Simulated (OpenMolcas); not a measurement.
## Levels of Tc VI by method

- Program: OpenMolcas
- Basis: ANO-RCC-VTZP [7s6p4d2f1g]
- Scalar Hamiltonian: DKH2, point nucleus
- Active space: 2 electrons in 10 orbitals (4d 5d)
- State averaging: 2S+1 = 3 even, 10 roots; 2S+1 = 1 even, 15 roots
- Spin-orbit coupling: state interaction with AMFI integrals over the reference wave functions, term energies averaged over their components

Methods on the same reference wave functions:
A. CASSCF
B. SS-CASPT2, IPEA 0.25 Eh, imaginary shift 0.1 Eh (closed shells correlated: 4s 4p)
C. XMS-CASPT2, IPEA 0.25 Eh, imaginary shift 0.1 Eh (closed shells correlated: 4s 4p)

Energies in cm-1 above 4d2 3F2.

```tsv
Level	A	B	C
4d2 3F2	0.0	0.0	0.0
4d2 3F3	2046	2100	2080
4d2 3F4	4377	4420	4400
4d2 1D2 [75 %]	14224	11710	12170
4d2 3P0	15272	13100	13220
4d2 3P1	16111	13960	14080
4d2 3P2	18261	16010	16220
4d2 1G4	21548	19310	19460
4d2 1S0	49538	43530	44340
```

Between B and C the level of the table that moves most is 4d2 1S0, by 810 cm-1 (lowest in B, highest in C). Moves below CASPT2's spread within the term are not significant.

From A to B the spin-free energies of the other terms of 4d2 shown, above 3F, scale by factors of 0.78 to 0.88, as is usual when dynamic correlation screens the repulsion within a d or f shell.

The lowest spin-free term lies below A's lowest term by 0.265 hartree in B, 0.269 hartree in C.

CASPT2 does not keep the components of a term degenerate, so their means are used; among the terms shown or strongly mixed into the levels shown the widest spread is 1400 cm-1 (4d2 3F, C). Active for correlation alone: 5d; no level in the range computed is led by a configuration that fills it, so any true level of that kind is missing. Without dynamic correlation excited terms often stand tens of per cent too high (terms of higher spin than the ground term too low), and those without a measured partner can miss by more than the paired ones (holds for A). Levels of configurations outside the active space are missing.

A share in square brackets marks a mixed level and gives the weight of the term that names it, the lowest over the columns.
